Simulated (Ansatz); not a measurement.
Frontier orbitals of `C[O][Sn][Cl]`.

Z-matrix (Å, degrees):
```
C
O 1 1.405
H 1 1.095 2 109.5
H 1 1.095 2 112.6 3 120.9
H 1 1.095 2 109.5 3 -118.3
Sn 2 1.958 1 131.7 3 -121.3
Cl 6 2.388 2 98.6 1 0.0
```

Total charge 0; spin multiplicity 1. Correlated methods include outer-core shells of Sn, which these sets cover unevenly. Sn takes the def2 core potential. All single points use the PBE0-D4/def2-TZVP geometry. It is one conformer, not always the lowest. Basis def2-TZVPP, Ansatz 0.2.0.

Orbital energies of one run (eV). Highest occupied ones, from the top: -6.61, -6.65, -7.08, -7.42, -7.59, -9.93, -10.62, -10.70, -12.39, -16.42, -19.40, -24.22, -25.84, -25.95. Empty: -3.11, -1.20, -0.71, 1.21, 2.16, 2.16.

**Question.** Which functional gave them?
A. r2SCAN0
B. PBE
C. ωB97X-V
D. BHLYP

**Answer.** B. HOMO energies: PBE -6.61, BHLYP -8.86, r2SCAN0 -8.05, ωB97X-V -10.06 eV.
